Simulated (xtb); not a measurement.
BiCl$_{3}$ (SMILES [Cl][Bi]([Cl])[Cl]), singlet, at a GFN2-xTB geometry (such geometries of metal compounds can be far from the true shape), atoms displaced at random by about 0.05 Å a coordinate. Base run: GFN1-xTB (xtb 6.7.1).

xtb was given this input:
```
$ xtb mol.xyz --gfn 1 --opt --json

# file mol.xyz
4

Bi     0.03396972     0.03079864     0.58432963
Cl    -1.78244095    -1.05172222    -0.83201595
Cl     0.08145842     2.14012410    -0.79664734
Cl     1.74814481    -1.09216113    -0.78351161
```

Each row names what was changed in the base input (with any setting that the change needs).

```csv
change,ΔE vs base (kJ/mol),optimiser steps
base,0.00,10
opt level = vtight,0.00,10
opt level = lax,0.00,10
alpb = acetonitrile,-35.8,10
engine = lbfgs,0.00,-
opt level = extreme,0.00,11
opt level = loose,0.00,10
opt level = crude,0.09,7
opt level = tight,0.00,10
alpb = toluene,-34.0,12
```
